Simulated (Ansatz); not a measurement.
Relaxation of W3 with RKS PBE-D4/def2-TZVP.

```sh
$ ansatz run in.yaml --threads 4 --pin off --events-out ev --progress --plain --max-ram 3916MiB
```

```yaml
crystal:
  periodic: [false, false, false]
  atoms:
    - {symbol: W, position_ang: [1.430240, -0.416060, -0.237630]}
    - {symbol: W, position_ang: [-1.048830, -1.040800, 0.306440]}
    - {symbol: W, position_ang: [-0.381410, 1.456860, -0.068810]}
basis:
  gaussian: {orbitals: def2-TZVP}
hamiltonian: {xc: pbe, dispersion: d4}
scf: {lower_state_search: "off"}
output: {orbitals: {seedname: orbitals}}
relax: {f_tol: 0.02, max_steps: 100}
```

Hardware: 4 threads of Arm Neoverse V2 on a shared host. Wall time 6.5 s.

Positions (Å) and forces (eV/Å) at steps 1, 2, 3, 4, 5 of 5:

```xyz
3
step=1 energy=-5473.8763 eV
W     1.430   -0.416   -0.238   -5.574    2.775    0.813
W    -1.049   -1.041    0.306    3.516    5.050   -1.181
W    -0.381    1.457   -0.069    2.058   -7.825    0.368
3
step=2 energy=-5476.3291 eV
W     1.299   -0.346   -0.219   -0.502    1.051   -0.006
W    -0.968   -0.918    0.279   -0.077    1.157   -0.099
W    -0.331    1.265   -0.060    0.579   -2.208    0.104
3
step=3 energy=-5476.4028 eV
W     1.307   -0.309   -0.224    0.424   -0.431   -0.040
W    -0.993   -0.889    0.281   -0.153   -0.560    0.085
W    -0.314    1.198   -0.057   -0.270    0.991   -0.045
3
step=4 energy=-5476.4156 eV
W     1.308   -0.318   -0.223   -0.016    0.008    0.002
W    -0.990   -0.897    0.281    0.013    0.024   -0.005
W    -0.318    1.216   -0.057    0.003   -0.031    0.003
3
step=5 energy=-5476.4156 eV
W     1.308   -0.318   -0.223    0.002   -0.002    0.000
W    -0.990   -0.897    0.281    0.001    0.003    0.000
W    -0.318    1.215   -0.057   -0.003   -0.001    0.001
```

In the def2 sets W takes a core potential; there is no spin–orbit coupling. The restricted singlet is unstable: a solution with broken spin symmetry lies lower. The relaxation made no stability test and no search for a lower SCF solution. At PBE-D4/def2-TZVP a triplet of charge 0 lies 0.22 eV below the restricted singlet, each at its own geometry. The structure comes from a short search, and lower isomers may exist.
